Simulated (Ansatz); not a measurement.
CH4IS (charge -1), closed shell: a trajectory.

Input (in.yaml):

```yaml
crystal:
  periodic: [false, false, false]
  atoms:
    - {symbol: I, position_ang: [-1.977124, -0.495676, 2.080749]}
    - {symbol: C, position_ang: [-0.355812, -0.208202, 0.566480]}
    - {symbol: S, position_ang: [1.799238, 0.218943, -1.528653]}
    - {symbol: H, position_ang: [-0.741128, -0.615735, -0.357106]}
    - {symbol: H, position_ang: [0.494009, -0.758315, 0.945215]}
    - {symbol: H, position_ang: [-0.179915, 0.857120, 0.524342]}
    - {symbol: H, position_ang: [0.960733, 1.001865, -2.230925]}
basis:
  gaussian: {orbitals: def2-SVPD}
total_charge: -1
hamiltonian: {xc: pbe0, dispersion: d4}
md: {n_steps: 25, timestep: 0.5, temperature: 20000, ensemble: nvt_langevin, seed: 875, friction: 0.002, initial_velocities: maxwell_boltzmann}
```

Command:

```bash
ansatz run in.yaml --threads 4 --pin off --events-out ev --progress --plain --max-ram 9574MiB
```

The run's output (Ansatz 0.2.0):

```
Functional definition: PBE0
  name "PBE0"
  cite "Adamo & Barone, J. Chem. Phys. 110, 6158 (1999) doi:10.1063/1.478522"
  cite "Perdew, Burke & Ernzerhof, Phys. Rev. Lett. 77, 3865 (1996) doi:10.1103/PhysRevLett.77.3865"
  parent pbe
  parameter a = 0.25
  parameter kappa = 0.804
  parameter beta = 0.06672455060314922
  exchange = (1 - a)*pbe_x(kappa = kappa, mu = beta*pi^2/3) + a*exact_x
  correlation = pbe_c(beta = beta)
1321 factors; integrals over basis functions are off by at most 1.9e-4 eV
mean field evaluation 1: about -20029.2452 eV, gradient 2.3e1 eV
mean field evaluation 2: about -20025.6200 eV, gradient 3.7e1 eV
mean field evaluation 4: about -20031.0122 eV, gradient 2.0e0 eV
mean field evaluation 8: about -20031.0304 eV, gradient 5.6e-2 eV
mean field evaluation 16: about -20031.0304 eV, gradient 3.1e-5 eV
mean field -20031.03039885 eV, -736.1267896376 hartree, gradient 3.1e-5 eV, S^2 0.000000; 0 other end points of the search recorded, 0 dependent functions left out
the calculation of the forces begins
reference -20031.03043816 eV, -736.1267910824 hartree; 26, 26 occupied and 88, 88 virtual orbitals, 1321 factors
md step     0: t =     0.00 fs  T = 17142.9 K  F+E_penalty+E_count = -20031.14001317 eV  E_kin = 15.511200 eV  (26 SCF iters)
md step     1: t =     0.50 fs  T = 17093.8 K  F+E_penalty+E_count = -20030.92091071 eV  E_kin = 15.466847 eV  (29 SCF iters, 5 dispersion substeps)
md step     2: t =     1.00 fs  T = 16130.3 K  F+E_penalty+E_count = -20030.28065020 eV  E_kin = 14.594993 eV  (29 SCF iters, 5 dispersion substeps)
md step     3: t =     1.50 fs  T = 15378.3 K  F+E_penalty+E_count = -20029.40114984 eV  E_kin = 13.914577 eV  (29 SCF iters, 5 dispersion substeps)
md step     4: t =     2.00 fs  T = 14085.7 K  F+E_penalty+E_count = -20028.42585268 eV  E_kin = 12.744989 eV  (31 SCF iters, 5 dispersion substeps)
md step     5: t =     2.50 fs  T = 12794.3 K  F+E_penalty+E_count = -20027.45748411 eV  E_kin = 11.576582 eV  (32 SCF iters, 5 dispersion substeps)
md step     6: t =     3.00 fs  T = 11473.7 K  F+E_penalty+E_count = -20026.58624018 eV  E_kin = 10.381604 eV  (33 SCF iters, 5 dispersion substeps)
md step     7: t =     3.50 fs  T = 10370.3 K  F+E_penalty+E_count = -20025.85069744 eV  E_kin = 9.383279 eV  (33 SCF iters, 5 dispersion substeps)
md step     8: t =     4.00 fs  T = 10091.8 K  F+E_penalty+E_count = -20025.25020946 eV  E_kin = 9.131276 eV  (34 SCF iters, 5 dispersion substeps)
md step     9: t =     4.50 fs  T =  9928.9 K  F+E_penalty+E_count = -20024.78712760 eV  E_kin = 8.983898 eV  (35 SCF iters, 5 dispersion substeps)
md step    10: t =     5.00 fs  T =  9658.7 K  F+E_penalty+E_count = -20024.46740044 eV  E_kin = 8.739415 eV  (33 SCF iters, 5 dispersion substeps)
md step    11: t =     5.50 fs  T =  9152.6 K  F+E_penalty+E_count = -20024.27649681 eV  E_kin = 8.281444 eV  (33 SCF iters, 5 dispersion substeps)
md step    12: t =     6.00 fs  T =  9169.1 K  F+E_penalty+E_count = -20024.21397721 eV  E_kin = 8.296401 eV  (33 SCF iters, 5 dispersion substeps)
md step    13: t =     6.50 fs  T =  9508.7 K  F+E_penalty+E_count = -20024.29815472 eV  E_kin = 8.603618 eV  (32 SCF iters, 5 dispersion substeps)
md step    14: t =     7.00 fs  T =  9853.3 K  F+E_penalty+E_count = -20024.50953243 eV  E_kin = 8.915451 eV  (32 SCF iters, 5 dispersion substeps)
md step    15: t =     7.50 fs  T = 10349.8 K  F+E_penalty+E_count = -20024.82970478 eV  E_kin = 9.364719 eV  (32 SCF iters, 5 dispersion substeps)
md step    16: t =     8.00 fs  T = 10745.3 K  F+E_penalty+E_count = -20025.24158469 eV  E_kin = 9.722518 eV  (30 SCF iters, 5 dispersion substeps)
md step    17: t =     8.50 fs  T = 10940.6 K  F+E_penalty+E_count = -20025.71954544 eV  E_kin = 9.899264 eV  (32 SCF iters, 5 dispersion substeps)
md step    18: t =     9.00 fs  T = 11234.4 K  F+E_penalty+E_count = -20026.24377638 eV  E_kin = 10.165131 eV  (32 SCF iters, 5 dispersion substeps)
md step    19: t =     9.50 fs  T = 11902.9 K  F+E_penalty+E_count = -20026.80792758 eV  E_kin = 10.769980 eV  (32 SCF iters, 5 dispersion substeps)
md step    20: t =    10.00 fs  T = 12744.4 K  F+E_penalty+E_count = -20027.38061453 eV  E_kin = 11.531426 eV  (31 SCF iters, 5 dispersion substeps)
md step    21: t =    10.50 fs  T = 13087.2 K  F+E_penalty+E_count = -20027.86974537 eV  E_kin = 11.841528 eV  (32 SCF iters, 5 dispersion substeps)
md step    22: t =    11.00 fs  T = 13568.3 K  F+E_penalty+E_count = -20028.15951386 eV  E_kin = 12.276853 eV  (32 SCF iters, 5 dispersion substeps)
md step    23: t =    11.50 fs  T = 13646.8 K  F+E_penalty+E_count = -20028.09401622 eV  E_kin = 12.347853 eV  (32 SCF iters, 5 dispersion substeps)
md step    24: t =    12.00 fs  T = 12733.7 K  F+E_penalty+E_count = -20027.52696959 eV  E_kin = 11.521716 eV  (32 SCF iters, 5 dispersion substeps)
md step    25: t =    12.50 fs  T = 11671.2 K  F+E_penalty+E_count = -20026.52545847 eV  E_kin = 10.560365 eV  (27 SCF iters, 5 dispersion substeps)
Total energy: -20026.52549836 eV, -735.9612375981 hartree
Atom 0 at    -1.957943    -0.395140     2.107515 Å, force     0.549715    -0.582426    -0.126290 eV/Å
Atom 1 at    -0.610044    -1.077881    -0.119855 Å, force    10.326679     1.718120     3.793466 eV/Å
Atom 2 at     1.954380     0.168433    -1.361675 Å, force     6.184467    -5.783422    -0.258839 eV/Å
Atom 3 at    -1.495973    -1.076011    -0.335865 Å, force   -10.815088    -1.524207    -3.957687 eV/Å
Atom 4 at     0.603548    -0.671003    -0.620482 Å, force     0.300591    -1.535084     0.351484 eV/Å
Atom 5 at    -0.654642    -0.011817     0.028983 Å, force     0.336389     1.683035    -0.058281 eV/Å
Atom 6 at     1.031304     0.853049    -1.294107 Å, force    -6.882754     6.023984     0.256146 eV/Å
Dipole moment:    -1.105145     0.083642     0.704592 e Å

[the SCF lines of later steps are left out]
```

The lines “mean field evaluation” count trial sets of orbitals through the whole run, from several starts and some on an approximate energy, so they need not fall steadily or lie above the final value.

The run took about 35 s on 4 CPU threads of an AMD EPYC 9B14 (shared host).


The run ended normally. The set temperature is far above any at which the molecule holds together: the atoms start with that much kinetic energy, which flows into stretching the bonds.